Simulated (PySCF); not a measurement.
C2H3O2 (SMILES [CH2-]C(=O)O), charge -1, singlet, at the geometry optimised at the base level, atoms displaced at random by about 0.05 Å a coordinate; HF/6-31G, frequencies (PySCF).

PySCF was given this input:
```python
from pyscf import gto, scf
from pyscf.hessian import thermo

mol = gto.Mole()
mol.atom = '''
    C     0.102706    0.079165   -0.038815
    O     0.257347    1.178159   -0.598654
    O    -1.181395   -0.260672    0.446501
    H    -1.676924    0.560281    0.337001
    C     1.000985   -1.068670    0.029903
    H     0.734296   -1.961344    0.467212
    H     1.995069   -0.869326   -0.327668
'''
mol.basis = '6-31g'
mol.charge = -1
mol.spin = 0
mol.verbose = 3
mol.build()

mf = scf.RHF(mol)
mf.kernel()
hess = mf.Hessian().kernel()
freq = thermo.harmonic_analysis(mf.mol, hess)
print('frequencies / cm-1', freq['freq_wavenumber'].round(1))
th = thermo.thermo(mf, freq['freq_au'], 298.15, 101325)
thermo.dump_thermo(mf.mol, th)
```

Question: Write the output that PySCF gives for this input, abridged.

Answer: 
```
converged SCF energy = -227.066654786128
frequencies / cm-1 [   0. +444.3j  435.5  +0.j   561.7  +0.j   610.8  +0.j   646.3  +0.j
  834.8  +0.j   885.4  +0.j  1002.1  +0.j  1228.8  +0.j  1468.2  +0.j
 1513.5  +0.j  1757.3  +0.j  3326.7  +0.j  3825.8  +0.j  3831.1  +0.j ]
temperature 298.1500 [K]
pressure 101325.00 [Pa]
Rotational constants [GHz] 11.33166 10.15886 5.36203
Symmetry number 1
Zero-point energy (ZPE) 0.04996 [Eh]   131159.130 [J/mol]
                           tot       elec      trans        rot        vib
Entropy [J/mol/K]       270.172      0.000    159.609     99.451     11.112
Cv [J/mol/K]             51.357      0.000     12.472     12.472     26.414
Cp [J/mol/K]             59.672      0.000     20.786     12.472     26.414
Internal energy [J/mol]                      3718.434   3718.434 133622.781
Internal energy [Eh]   -227.01293  -227.06665
Enthalpy [J/mol]                             6197.391   3718.434 133622.781
Enthalpy [Eh]          -227.01198
Gibbs free energy [J/mol]                  -41390.003 -25932.815 130309.669
Gibbs free energy [Eh] -227.04266
```
